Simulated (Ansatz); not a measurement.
System: HSeF, charge 0, singlet. HSeF (SMILES F[SeH]).
B3LYP-D3(BJ)/def2-TZVP minimum from Ansatz (a first-principles code):
```xyz
3

Se    -0.1137    -0.2175     0.2653
H     -0.8997    -0.9756    -0.7304
F      0.5294     0.9300    -0.9210
```
Charge 0, spin multiplicity 1.

Total energies in cc-pVTZ, 14 correlated electrons, 15 frozen orbitals. Open shells are spin-unrestricted; no spin-orbit coupling. Cores are frozen in correlated methods (noble-gas shells, and filled d and f shells in the p block). No relativity.

| method | program | energy (Eh) | minus CCSDT(Q) (mEh) |
|---|---|---|---|
| HF | Ansatz | -2499.91167 | 444.12 |
| MP2 | Ansatz | -2500.32291 | 32.89 |
| CCSD | Ansatz | -2500.33996 | 15.83 |
| CCSD(T) | Ansatz | -2500.35448 | 1.32 |
| CCSDT(Q) | Ansatz | -2500.35580 | 0.00 |

Rough core times of Ansatz's runs on a shared machine: CCSD(T) under 20 s, CCSDT(Q) 4 min.
